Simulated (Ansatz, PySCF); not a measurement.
Breaking a bond: GeNa (anion, charge -1), lowest triplet found (which spin is the ground state isn't settled by this scan).

Levels: FCI = full CI/aug-cc-pVDZ, cores with 3d frozen (Ansatz, a quantum-chemistry and plane-wave program); UKS-B3LYP/3-21G = unrestricted B3LYP/3-21G in PySCF 2.14.0; UKS-LDA (SVWN5)/6-31G* = unrestricted LDA (SVWN5)/6-31G*, spherical d (PySCF).

Total energies in hartree (comparable only within one method and basis):

| R / Å | FCI | UKS-B3LYP/3-21G | UKS-LDA (SVWN5)/6-31G* |
|---|---|---|---|
| 2.08 | -2237.21561 | -2228.17968 | -2234.94416 |
| 2.23 | -2237.24545 | -2228.20547 | -2234.96845 |
| 2.36 | -2237.26230 | -2228.22029 | -2234.98118 |
| 2.47 | -2237.27192 | -2228.22880 | -2234.98780 |
| 2.61 | -2237.27980 | -2228.23567 | -2234.99245 |
| 2.71 | -2237.28326 | -2228.23853 | -2234.99395 |
| 2.79 | -2237.28507 | -2228.23989 | -2234.99436 |
| 2.87 | -2237.28620 | -2228.24060 | -2234.99424 |
| 2.95 | -2237.28680 | -2228.24077 | -2234.99371 |
| 3.09 | -2237.28687 | -2228.24015 | -2234.99209 |
| 3.26 | -2237.28579 | -2228.23834 | -2234.98941 |
| 3.41 | -2237.28420 | -2228.23621 | -2234.98674 |
| 3.62 | -2237.28144 | -2228.23289 | -2234.98291 |
| 3.84 | -2237.27829 | -2228.22936 | -2234.97906 |
| 4.19 | -2237.27339 | -2228.22422 | -2234.97372 |
| 4.60 | -2237.26836 | -2228.21934 | -2234.96884 |
| 5.09 | -2237.26362 | -2228.21519 | -2234.96480 |
| 5.68 | -2237.25958 | -2228.21210 | -2234.96185 |
| 6.35 | -2237.25665 | -2228.21008 | -2234.96018 |
| 7.16 | -2237.25458 | -2228.20888 | -2234.95958 |
| 8.36 | — | -2228.20856 | — |
| 9.70 | — | -2228.20921 | — |

Dashes: no converged value, or the column stops at the first point that the program doubted or that broke a chosen test of continuity, which isn't proof of a fault.

Where the anion isn't bound against loss of the electron, the finite basis alone holds it. Also computed but left out beside FCI, since their determinant holds another spin at the minimum (<S²> over 0.7 above the pure value): UHF, UMP2, UCCSD, UCCSD(T), UCCSDT, UCCSDT(Q), UHF/LANL2DZ. The unrestricted determinant behind UKS-B3LYP/3-21G, UKS-LDA (SVWN5)/6-31G* is spin-contaminated at 2.08 to 9.70 Å (<S²> up to 2.6, against 2.00 for a pure triplet).
